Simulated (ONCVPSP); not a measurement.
# P (Z = 15), ONCV: configuration errors across variants

```json
{
  "Element": "phosphorus",
  "Generator": "ONCVPSP 4.0.1",
  "Type": "optimised norm-conserving Vanderbilt (ONCV)",
  "Functional": "PBEsol",
  "Relativity": "scalar-relativistic",
  "Frozen core": "[He]",
  "Valence charge": "13",
  "Reference configuration": "2s2 2p6 3s2 3p3",
  "Partial waves": "2s+3s: rc 1.00 bohr, ncon 5, nbas 8, qcut 9.6 1/bohr, 3 projectors, debl 2.2 Ha; 2p+3p: rc 0.75 bohr, ncon 5, nbas 8, qcut 22.6 1/bohr, 2 projectors",
  "Local potential": "polynomial inside 0.55 bohr (lpopt 5, dvloc0 0 Ha)",
  "Core correction": "none"
}
```

All-electron excitation energies from the reference (eV): (1) 2s2 2p6 3s2 3p2 9.698; (2) 2s2 2p6 3s2 3p1 28.810; (3) 2s2 2p6 3s2 3p0 58.516; (4) 2s2 2p5 3s2 3p3 140.140.

1 further variants failed, have other tests or too few solved ones, and are left out.

Errors AE − PS in meV (a dash: test not solved or not reliable):

| change | (1) | (2) | (3) | (4) | bound ghosts | GHOST(+) flags above zero |
| --- | --- | --- | --- | --- | --- | --- |
| base | +0.5 | +2.3 | +7.2 | +183 | none | none |
| s: qcut 11.8; p: qcut 27.8 | +0.5 | +2.1 | +6.4 | +146 | none | none |
| s: nproj 2 | +0.5 | +2.3 | +7.2 | +187 | none | none |
| local potential polynomial inside 0.55 bohr (lpopt 5, dvloc0 -1.5 Ha) | +0.5 | +2.3 | +7.1 | +183 | none | none |
| p: qcut 34.9 | +0.5 | +2.1 | +6.4 | +145 | none | none |
| p: qcut 23.9 | +0.5 | +2.2 | +7.0 | +176 | none | none |
| p: ncon 4, nbas 7 | +0.6 | +2.4 | +7.7 | +217 | none | none |

Task: Give the same row for: core correction Teter function, fcfact 3.75, rcfact 1.05.

Result: +0.5, +2.2, +7.0, +182; bound ghosts: none; GHOST(+) flags above zero: none.
